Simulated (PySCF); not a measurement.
Adding and removing an electron: RbCd

PBE0; PySCF, scalar-relativistic core potentials, basis sets Rb def2-SVP with ECP28, Cd def2-SVP with ECP28. Neutral (UKS): doublet (σ ↑), Re = 4.178 Å, ωe = 31.3 cm⁻¹, De = 0.08 eV, HOMO -2.85 eV, LUMO -1.35 eV.

RbCd⁺ (UKS): singlet (closed shell), Re = 3.839 Å, ωe = 49.4 cm⁻¹, De = 0.20 eV to Rb⁺ + Cd. The energies at the minima are -191.81835 hartree for RbCd and -191.66832 for RbCd⁺.

(1) Work out the adiabatic ionisation energy, without and with harmonic zero-point energies (1 hartree = 27.2114 eV, 1 eV = 8065.5 cm⁻¹), and the change of the bond length.

Closed-shell solutions of metal pairs were not tested for spin polarisation, which can lower them a little. Weak bonds: RbCd, RbCd⁺. Basis-set superposition, not corrected here, can be much of De in a small basis, most of all at correlated wavefunction levels. For an ion De counts to the pair picked by the measured ionisation energies or electron affinities, which need not be the lowest pair at this level. States were picked by a PBE0 search and need not be the measured ground states.

## Answers

(1) At PBE0: 0.15003 hartree = 4.083 eV between the minima; the zero-point term (49.4 − 31.3)/2 cm⁻¹ = +0.001 eV makes it 4.084 eV. Re changes by -33.9 pm against the neutral. The electron leaves a σ orbital, and the shorter bond of the ion fits an antibonding orbital, or a change in how ionic the bond is.
